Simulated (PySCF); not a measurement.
What settings do to a single point of [Ce(NO2)]3+

The sound run of [Ce(NO2)]3+ (singlet; a saddle point, relaxed within its symmetry) uses PySCF 2.14.0, RKS PBE0, Ce lcecp-2-SVP with ECP46, O def2-SVP, N def2-SVP; non-relativistic Hamiltonian with scalar-relativistic core potentials where named; density fitting; no spin-orbit coupling, grid (50, 194), threshold 1e-8 Eh and 55 cycles, at the relaxed geometry:

```xyz
4

Ce    0.0000    0.0000   -0.4163
O     1.0220    0.0000    1.4927
O    -1.0220    0.0000    1.4927
N     0.0000    0.0000    2.2587
```

There Ce1 has a Mulliken charge of 2.74 e and the dipole about the centre of mass is 4.80 D. Each run below changes one thing and starts from free metal ions and neutral atoms unless it says otherwise; with 55 cycles, smearing, a level shift and second-order steps follow where DIIS fails, and their cycles count. Energy shifts count from the sound run. On f atoms grids over 110 angular points are at least (60, 302).

```
                change    outcome  cycles  energy shift (eV)  largest force component (eV/Å)  charge on Ce1 (e)  dipole about the centre of mass (D)
        grid (40, 110)  converged      11             0.0057                            0.14               2.74                                 4.81
all coordinates × 1.12  converged      13               1.77                            5.94               2.76                                 5.07
```

Problem. One further run converged with energy shift (eV) 24.61, largest force component (eV/Å) 16.34, charge on Ce1 (e) 1.43, dipole about the centre of mass (D) 9.19. Which change was it?
A. spin (2S) set to 8, limit 65 cycles
B. cycle limit 5
C. threshold 0.001

Solution. A.

Problem. And the other changes listed?

Solution. 
| change | outcome | cycles | energy shift (eV) | largest force component (eV/Å) | charge on Ce1 (e) | dipole about the centre of mass (D) |
| --- | --- | --- | --- | --- | --- | --- |
| cycle limit 5 | not converged | 5 | – | – | – | – |
| threshold 0.001 | converged | 7 | 0.0026 | 0.08 | 2.76 | 4.99 |

Unsound on purpose, so not properties of the compound: spin (2S) set to 8, limit 65 cycles.

Forces carry noise of the integration grid, about 0.01 to 0.03 eV/Å.
